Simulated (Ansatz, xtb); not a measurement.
C4H6F2OSe: which of two isomers lies lower

Structure X: `C[Se]CC(=O)C(F)F`, a singlet. Structure Y: `FC(F)OC1C[Se]C1`, a singlet. Both are isolated molecules in the gas phase, relaxed with PBE-D3(BJ)/def2-SVP; the shapes shown needn't be the lowest conformers.

X (Å):

```json
{"atom": "C", "x (Å)": "-1.3035", "y (Å)": "2.4561", "z (Å)": "-0.0678"}
{"atom": "C", "x (Å)": "-1.4727", "y (Å)": "-0.1422", "z (Å)": "-1.4157"}
{"atom": "C", "x (Å)": "0.0156", "y (Å)": "-0.2696", "z (Å)": "-1.2617"}
{"atom": "C", "x (Å)": "0.8259", "y (Å)": "-0.6047", "z (Å)": "-2.5353"}
{"atom": "F", "x (Å)": "0.1461", "y (Å)": "-0.2821", "z (Å)": "-3.6745"}
{"atom": "F", "x (Å)": "1.0226", "y (Å)": "-1.9597", "z (Å)": "-2.5364"}
{"atom": "O", "x (Å)": "0.6122", "y (Å)": "-0.1196", "z (Å)": "-0.2040"}
{"atom": "Se", "x (Å)": "-1.7065", "y (Å)": "1.7800", "z (Å)": "-1.8604"}
{"atom": "H", "x (Å)": "-2.1371", "y (Å)": "2.2405", "z (Å)": "0.6268"}
{"atom": "H", "x (Å)": "-0.3684", "y (Å)": "1.9865", "z (Å)": "0.2961"}
{"atom": "H", "x (Å)": "-1.1640", "y (Å)": "3.5494", "z (Å)": "-0.1619"}
{"atom": "H", "x (Å)": "-2.0089", "y (Å)": "-0.3774", "z (Å)": "-0.4781"}
{"atom": "H", "x (Å)": "-1.8796", "y (Å)": "-0.7074", "z (Å)": "-2.2740"}
{"atom": "H", "x (Å)": "1.8140", "y (Å)": "-0.0931", "z (Å)": "-2.5272"}
```

Y (Å):

```xyz
14

C     0.1834    1.9703   -0.1589
C    -0.7824    0.5703   -1.7900
C    -2.1231   -0.0207   -2.2262
C    -0.2199    0.9753   -3.1627
F    -0.1759    2.8069    0.8328
F     1.0608    2.6408   -0.9786
O    -0.9494    1.6246   -0.8384
Se   -1.3494   -0.4306   -4.0245
H     0.7302    1.0894    0.2622
H    -0.1432   -0.2317   -1.3522
H    -2.9026    0.7606   -2.3164
H    -2.5015   -0.8866   -1.6527
H    -0.5655    1.9826   -3.4645
H     0.8708    0.8773   -3.3110
```

**Question.** Estimate E(Y) − E(X) at the level CCSD(T)/def2-SVP + ΔMP2/def2-TZVPP.

**Answer.** Calculated at CCSD(T)/def2-SVP + ΔMP2/def2-TZVPP: E(Y) − E(X) = +2.7 kcal/mol, so structure X lies lower.

Level by level:

```
                             level             geometry  E(Y) − E(X) (kcal/mol)  departure from the last row (kcal/mol)  job, with rough time for the two
                          GFN2-xTB             GFN2-xTB                      −8.4                                   −11.1              optimisation, 0.45 s
                         HF/STO-3G             GFN2-xTB                     −22.3                                   −25.0              single point, 0.54 s
                r2SCAN-D4/def2-SVP             GFN2-xTB                      +2.2                                    −0.4               single point, 4.6 s
               PBE-D3(BJ)/def2-SVP  PBE-D3(BJ)/def2-SVP                      +4.2                                    +1.5                optimisation, 38 s
                       HF/def2-SVP  PBE-D3(BJ)/def2-SVP                      +3.1                                    +0.4           part of the CCSD(T) run
                      MP2/def2-SVP  PBE-D3(BJ)/def2-SVP                      +3.7                                    +1.0           part of the CCSD(T) run
                  CCSD(T)/def2-SVP  PBE-D3(BJ)/def2-SVP                      +3.9                                    +1.2                      single point
CCSD(T)/def2-SVP + ΔMP2/def2-TZVPP  PBE-D3(BJ)/def2-SVP                      +2.7                                                       single point, 3 min
```

As drawn, Y has 2 C–O in place of 1 C=O. Structure X has no ring, Y a 4-membered ring.

GFN2-xTB, HF/STO-3G put the two in the other order. The largest departure from CCSD(T)/def2-SVP + ΔMP2/def2-TZVPP is that of HF/STO-3G, 25.0 kcal/mol. The last row adds to CCSD(T) the change of the MP2 difference between the two basis sets, here −1.2 kcal/mol.

With thermal terms from frequencies at re-optimised GFN2-xTB minima (ideal gas, soft modes damped towards free rotors, one conformer each, 298.15 K, 1 atm): on the last row, ΔE + ΔZPE = +4.6, ΔH = +3.7, ΔG = +5.3 kcal/mol.

The correlated steps freeze 16 core orbitals; the filled d shell of Se is correlated, in a basis made for valence electrons. Programs: Ansatz 0.2.0, xtb 6.7.1; the last row on 4 threads of Arm Neoverse V2 on a shared host.
